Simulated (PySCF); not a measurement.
## Correlation energy of Ag (silver, neutral)

[Kr] 4d10 5p1, 2P determinant (an excited configuration). Computed with PySCF 2.14 in x2c-TZVPPall (8s6p6d2f1g, 79 functions), with scalar relativity by spin-free X2C-1e. Frozen: [Ar] 3d10; 19 electrons correlated.

MP2 pair energies summed by pair of shells (mhartree):

| pair | energy | share (%) |
| --- | --- | --- |
| 4d-4d | -352.96 | 54.4 |
| 4p-4d | -171.60 | 26.4 |
| 4p-4p | -46.33 | 7.1 |
| 4s-4d | -35.59 | 5.5 |
| 4s-4p | -22.98 | 3.5 |
| 4d-5p | -14.26 | 2.2 |
| 4s-4s | -4.11 | 0.6 |
| 4p-5p | -0.91 | 0.1 |
| 4s-5p | -0.09 | 0.0 |

Total MP2 correlation energy: -648.83 mhartree.

Same-spin part -216.80 and opposite-spin part -432.03 mhartree; SCS-MP2 scales them by 1/3 and 6/5 to -590.70 mhartree.

The basis was made for the ground configuration and has no added diffuse functions, which can raise the energy of the promoted electron.

This basis was not built for core-valence correlation, so the inner-shell part is incomplete.
